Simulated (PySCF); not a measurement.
CHI2, SMILES I[CH]I (connectivity only; charge and spin as stated), charge +1, multiplicity 1. Heavy atoms are numbered as in [I:1][CH:2][I:3]. Hydrogens are named by the atom that carries them.

Geometry optimised at PBE-D3(BJ)/def2-SVP. The spin state was assumed, not searched. The isomer is the one that the SMILES or the coordinates give; other isomers of the formula were not compared. The def2 effective core potentials stand for the cores of I; spin–orbit coupling is left out.

These are PBE/def2-TZVPD in PySCF values and carry that method's errors.

Mulliken values depend strongly on the basis, most of all with diffuse functions as here. ESP charges are fitted to the potential on shells at 1.4 to 2.0 van der Waals radii. Atomic charges (e), one atom of each kind:

```csv
atom,ESP fit,Mulliken
I1,0.56,0.46
C2 (CH),-0.45,-0.29
H on C2,0.33,0.37
```
